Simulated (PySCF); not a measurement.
Match the calculated data to a structure.

All candidates are C5H16N2Si2.

- 1H NMR: chemical shifts (computed TMS as zero) by class: 4.86 (1 H), 4.80 (1 H), 4.57 (1 H), 2.78 (3 H), 1.70 (1 H), 1.33 (1 H), 1.05 (1 H), 1.02 (1 H), 0.92 (3 H), 0.23 (1 H), 0.14 (1 H), -0.10 (1 H) ppm [GIAO KT3/pcSseg-1]
- Dipole: 1.03 D [PBE0/def2-SVPD]
- UV, first state: lowest singlet excitation: 5.89 eV (210 nm, f = 0.014) [TDDFT PBE0/def2-SVPD]
- UV, strongest line: among the 10 lowest singlet transitions: S10 at 7.26 eV (171 nm, f = 0.033) [TDDFT PBE0/def2-SVPD]
- Rotational structure: rotational constants A, B, C: 2.709, 0.573, 0.501 GHz [PBE0-D3(BJ)/def2-SVP]
- Valence photoelectron: vertical ionisation energy: 8.18 eV [ΔSCF PBE0/def2-SVPD]
- NMR, other nuclei: isotropic shieldings of nuclei other than C and H, by class: 223 (1 N), 229 (1 N), 374 (1 Si), 391 (1 Si) ppm [GIAO KT3/pcSseg-1]
- 13C NMR: chemical shifts (computed TMS as zero) by class: 34.6 (1 C), 33.0 (1 C), 26.8 (1 C), 21.5 (1 C), 17.3 (1 C) ppm [GIAO KT3/pcSseg-1]
- Polarisability: 126.9 au [PBE0/def2-SVPD]

Gas-phase values; electronic properties from PySCF, density fitting. Levels stand in brackets. One conformer (not necessarily the lowest) at the PBE0-D3(BJ)/def2-SVP geometry, without solvent, vibrations or thermal averaging. NMR values are class means; diastereotopic atoms form classes of their own.

Question: Which candidate is it?
A. `C[C@@H]1C[SiH2]N[Si@H]1N(C)C`
B. `CC[C@@H]1C[Si@H](NC)N[SiH2]1`
C. `CN(CC1CC1)[SiH2]N[SiH3]`
D. `N[SiH2]C[SiH2]N1CCCC1`

Answer: B. It is `CC[C@@H]1C[Si@H](NC)N[SiH2]1`. Numbering: `[CH3:1][CH2:2][C@@H:3]1[CH2:4][Si@H:5]([NH:6][CH3:7])[NH:8][SiH2:9]1`. Its formula, C5H16N2Si2, gives 1 degree of unsaturation: 1 ring and 0 π bonds in the structure found. 5 carbons fall into 5 classes; from least to most shielded: chain CH2 carbon [C2] (34.6 ppm), N-methyl carbon [C7] (33.0 ppm), ring sp3 carbon bound to silicon [C3] (26.8 ppm), ring sp3 carbon bound to silicon [C4] (21.5 ppm), methyl carbon [C1] (17.3 ppm). Hydrogen classes from least to most shielded: 1 H on an SiH silicon, Si5 (4.86 ppm), 1 H on an SiH2 silicon, Si9 (4.80 ppm), 1 H on an SiH2 silicon, Si9 (4.57 ppm), 3 H on an N-methyl carbon, C7 (2.78 ppm), 1 H on a chain CH2 carbon, C2 (1.70 ppm), 1 H on a chain CH2 carbon, C2 (1.33 ppm), 1 H on an sp3 carbon bound to silicon, C3 (1.05 ppm), 1 H on an sp3 carbon bound to silicon, C4 (1.02 ppm), 3 H on a methyl carbon, C1 (0.92 ppm), 1 H on an sp3 carbon bound to silicon, C4 (0.23 ppm), 1 H on a nitrogen bridging silicon atoms, N8 (0.14 ppm), 1 H on a silicon-bound nitrogen, N6 (-0.10 ppm). The other shieldings belong to: 223 ppm, silicon-bound nitrogen [N6]; 229 ppm, nitrogen bridging silicon atoms [N8]; 374 ppm, SiH silicon [Si5]; 391 ppm, SiH2 silicon [Si9]. The first electron is taken from the HOMO, whose largest Löwdin shares are 0.46 on the silicon-bound nitrogen, 0.10 on the N-methyl carbon, 0.10 on the nitrogen bridging silicon atoms and 0.07 on the SiH silicon. The optimised geometry has point group C1 and is an asymmetric top.

The others, at the same levels:
- `N[SiH2]C[SiH2]N1CCCC1` fails: it has 3 carbon classes against 5; its computed 13C shifts are 51.7 (2 C), 27.7 (2 C), -2.4 (1 C) ppm, 1H shifts are 4.96 (2 H), 4.77 (2 H), 2.99 (4 H), 1.52 (4 H), 0.26 (2 H), -0.23 (2 H) ppm and lowest singlet excitation is 5.53 eV (224 nm, f = 0.017) (against 5.89 eV).
- `CN(CC1CC1)[SiH2]N[SiH3]` fails: it has 4 carbon classes against 5; its computed 13C shifts are 61.2 (1 C), 37.8 (1 C), 12.1 (1 C), 6.9 (2 C) ppm, 1H shifts are 4.64 (3 H), 4.54 (2 H), 2.74 (3 H), 2.62 (2 H), 1.20 (1 H), 0.47 (2 H), 0.01 (2 H), -0.04 (1 H) ppm and lowest singlet excitation is 5.61 eV (221 nm, f = 0.030) (against 5.89 eV).
- `C[C@@H]1C[SiH2]N[Si@H]1N(C)C` fails: it has 4 carbon classes against 5; its computed 13C shifts are 38.2 (2 C), 20.0 (1 C), 19.5 (1 C), 16.8 (1 C) ppm, 1H shifts are 4.89 (1 H), 4.76 (1 H), 4.64 (1 H), 2.60 (6 H), 1.09 (3 H), 1.06 (1 H), 0.71 (1 H), 0.69 (1 H), -0.04 (1 H) ppm and lowest singlet excitation is 5.59 eV (222 nm, f = 0.008) (against 5.89 eV).

Each candidate is one conformer, not necessarily the lowest. Dipoles, sizes and rotational constants follow the conformer. The torsions of the flexible species, by atom-mapped SMILES:
- `[CH3:1][N:2]([CH2:3][CH:4]1[CH2:5][CH2:6]1)[SiH2:7][NH:8][SiH3:9]`: C1–N2–C3–C4 -77°, N2–C3–C4–C5 -85°, C1–N2–Si7–N8 69°, N2–Si7–N8–Si9 -100°

The conformers of `CC[C@@H]1C[Si@H](NC)N[SiH2]1`, `N[SiH2]C[SiH2]N1CCCC1` and `C[C@@H]1C[SiH2]N[Si@H]1N(C)C` aren't listed.
